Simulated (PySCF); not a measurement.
Two-dimensional NMR puzzle

Compound of formula C₅H₃FN₂Si. Correlations simulated from computed shifts and the bond graph:

HSQC (one-bond C–H):
| δH | δC |
| --- | --- |
| 7.51 | 168.0 |

COSY cross peaks (H two or three bonds apart, from the bond graph; peaks can be absent where the dihedral angle is near 90°):
| δH | δH |
| --- | --- |
| 7.51 | 5.20 |
| 7.51 | 5.11 |
| 5.20 | 5.11 |

HMBC (two and three bonds, from the bond graph):
| δH | δC |
| --- | --- |
| 7.51 | 144.2, 117.5, 86.5 |
| 5.20 | 168.0, 144.2, 120.3, 86.5 |
| 5.11 | 168.0, 144.2, 120.3, 86.5 |

Carbons without hydrogens: δ 144.2, 120.3, 117.5, 86.5.

PySCF 2.14 calculation with σ from GIAO-PBE0/pcSseg-1 and coordinates at the GFN2-xTB level; one computed conformer, in vacuum, non-relativistic Hamiltonian.

References, each an isolated molecule treated in the same way: ¹H (σ = 31.72 ppm), ¹³C (σ = 186.93 ppm) against TMS.

Exchangeable hydrogens are left out of these lists.

Q: Which molecule is this?

A: SMILES N#CC1=C[SiH2][C@@]1(F)C#N.

Numbering as in the mapped SMILES `[N:1]#[C:2][C:3]1=[CH:4][SiH2:5][C@@:6]1([F:7])[C:8]#[N:9]`. Each H is labelled by its parent atom. Ha(Si5) is pro-R; Hb(Si5) is pro-S.

1. δC 168.0 is C4, an alkene CH (δH 7.51).
2. δC 144.2 is C3, a fully substituted alkene carbon.
3. δC 120.3 is C8, a nitrile carbon.
4. δC 117.5 is C2, a nitrile carbon.
5. δC 86.5 is C6, an allylic fully substituted sp3 carbon bonded to F and Si.
6. HMBC from δH 7.51 reaches the proton-free carbons C3, C2, C6.
7. HMBC from δH 5.20 reaches the proton-free carbons C3, C8, C6.
8. HMBC from δH 5.11 reaches the proton-free carbons C3, C8, C6.
9. COSY links 7.51–5.20, 7.51–5.11, 5.20–5.11.

The data come from this structure; uniqueness wasn't tested.

Shifts are as computed. Against solution values, carbons near 30 ppm lie about +3 ppm off and those near 130 ppm about +5 ppm. Of 1211 compounds with measured shifts, 218 miss one by over three times the rms of a fit or turn the order of signals round; such compounds aren't used in these exercises.
